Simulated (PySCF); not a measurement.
H4O3SeSi. Atoms are numbered in the order given.

```xyz
9

O     -1.0511     1.5892    -1.0251
Si    -0.7898     0.1669    -0.2318
O     -1.5984     0.2405     1.2001
O     -1.2982    -1.0016    -1.2881
Se     1.3334    -0.2621     0.4388
H     -1.0704     1.5310    -1.9851
H     -2.3467     0.8468     1.2071
H     -1.0619    -1.9043    -1.0530
H      1.7815    -0.5253    -0.9382
```

Geometry optimised at PBE0-D3(BJ)/def2-SVP. One conformer was computed; it need not be the lowest.

Computed with TDDFT-PBE/def2-SVPD in PySCF.

Vertical excitations. Gas-phase values at a fixed geometry.

Computed lowest excited states:
```csv
state,energy (eV),λ (nm),f,main pairs
S1,4.95,251,0.033,HOMO→LUMO 99 %
S2,5.48,226,0.001,HOMO→LUMO+1 99 %
S3,6.05,205,0.010,HOMO→LUMO+2 95 %
S4,6.22,199,0.013,"HOMO→LUMO+3 66 %, HOMO→LUMO+4 25 %"
S5,6.25,198,0.007,"HOMO→LUMO+4 73 %, HOMO→LUMO+3 21 %"
S6,6.49,191,0.098,HOMO−1→LUMO 91 %
S7,6.72,185,0.008,HOMO−2→LUMO 99 %
S8,7.02,177,0.008,"HOMO→LUMO+5 66 %, HOMO−1→LUMO+1 32 %"
S9,7.08,175,0.009,"HOMO→LUMO+6 43 %, HOMO−1→LUMO+1 32 %, HOMO→LUMO+5 20 %"
S10,7.14,174,0.008,HOMO−3→LUMO 98 %
T1,4.75,261,0,HOMO→LUMO 97 %
T2,5.08,244,0,HOMO→LUMO+1 97 %
T3,5.92,209,0,"HOMO→LUMO+2 77 %, HOMO→LUMO+3 16 %"
T4,6.00,207,0,"HOMO→LUMO+3 80 %, HOMO→LUMO+2 16 %"
```
Triplets are in the Tamm–Dancoff approximation, which puts them higher than full response would, so one can lie above its singlet here.
